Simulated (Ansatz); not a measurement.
Ansatz (a program for electronic structure) input (CCSD(T)/aug-cc-pVDZ):

Ansatz 0.2 input:
```yaml
crystal:
  periodic: [false, false, false]
  atoms:
    - {symbol: C, position_ang: [1.11914847, -0.28445832, -0.18134208]}
    - {symbol: F, position_ang: [1.83948772, 0.65057113, 0.42508283]}
    - {symbol: C, position_ang: [-0.35602499, -0.13675138, -0.07468208]}
    - {symbol: F, position_ang: [-0.76469360, -0.06961338, 1.20373271]}
    - {symbol: F, position_ang: [-0.81253145, 0.98138677, -0.68688334]}
    - {symbol: F, position_ang: [-0.94800045, -1.19153484, -0.66042884]}
    - {symbol: H, position_ang: [1.59289906, -0.81002884, -0.99738534]}
basis:
  gaussian:
    orbitals: aug-cc-pVDZ
magnetization: {spin_polarized: true, initial_magnetization: 1}
correlation: {method: ccsd_t, electrons: outside_noble_gas}
output: {forces: true}
```

End of the output:

```
mean field evaluation 16: about -12900.4592 eV, gradient 9.5e-1 eV
mean field -12900.47536660 eV, -474.0837254663 hartree, gradient 2.0e-6 eV, S^2 0.761057; 0 other end points of the search recorded, 0 dependent functions left out
6 core orbitals not correlated
reference -12900.47536660 eV, -474.0837254663 hartree; 19, 18 occupied and 122, 123 virtual orbitals, 1399 factors
densities: 6.19 GiB planned
second order -28.67175484 eV of doubles, -0.00000000 eV of singles
coupled cluster: 3.59 GiB planned
cycle   1  -28.45291029 eV  change    2.2e-1 eV  update   1.3e-1
cycle   2  -29.10649374 eV  change   -6.5e-1 eV  update   3.6e-2
cycle   3  -29.27349546 eV  change   -1.7e-1 eV  update   2.0e-2
cycle   4  -29.26803879 eV  change    5.5e-3 eV  update   5.6e-3
cycle   5  -29.26359836 eV  change    4.4e-3 eV  update   2.9e-3
cycle   6  -29.26562353 eV  change   -2.0e-3 eV  update   9.5e-4
cycle   7  -29.26589452 eV  change   -2.7e-4 eV  update   3.6e-4
cycle   8  -29.26577159 eV  change    1.2e-4 eV  update   1.3e-4
cycle   9  -29.26581182 eV  change   -4.0e-5 eV  update   5.1e-5
cycle  10  -29.26580684 eV  change    5.0e-6 eV  update   1.8e-5
cycle  11  -29.26580232 eV  change    4.5e-6 eV  update   7.5e-6
cycle  12  -29.26580877 eV  change   -6.4e-6 eV  update   3.3e-6
perturbative correction -0.81625504 eV, -0.0299968193 hartree
the calculation of the forces begins
Total energy: -12930.55743041 eV, -475.1892209208 hartree
Atom 0 at     1.119148    -0.284458    -0.181342 Å, force    -0.186086    -0.549705    -0.050203 eV/Å
Atom 1 at     1.839488     0.650571     0.425083 Å, force     0.440028     0.669339     0.406520 eV/Å
Atom 2 at    -0.356025    -0.136751    -0.074682 Å, force     0.136712     0.090391    -0.035795 eV/Å
Atom 3 at    -0.764694    -0.069613     1.203733 Å, force    -0.156459     0.026214     0.545023 eV/Å
Atom 4 at    -0.812531     0.981387    -0.686883 Å, force    -0.160384     0.434229    -0.235429 eV/Å
Atom 5 at    -0.948000    -1.191535    -0.660429 Å, force    -0.261934    -0.468621    -0.252911 eV/Å
Atom 6 at     1.592899    -0.810029    -0.997385 Å, force     0.188123    -0.201847    -0.377206 eV/Å
Dipole moment:     0.272733    -0.171488    -0.191488 e Å
```

It need not be the lowest isomer of its formula.
